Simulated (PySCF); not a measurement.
Vertical excitations of a molecule C₂H₅ClSi from PySCF with TDA-B3LYP/def2-SVPD, as energy in eV (oscillator strength): 6.38 (0.281), 6.46 (0.001), 6.57 (0.004), 6.80 (0.000), 7.00 (0.000), 7.29 (0.001), 7.37 (0.006), 7.60 (0.006), 7.61 (0.058), 7.93 (0.002). Lowest triplet (TDA): 3.95 eV. Geometry: ωB97X-D3(BJ)/def2-SVP. Other conformers were not sampled.

**Question.** Identify the compound among the candidates.
A) C=C[SiH2]Cl
B) [SiH3]/C=C\Cl
C) C=C([SiH3])Cl

**Answer.** B, [SiH3]/C=C\Cl
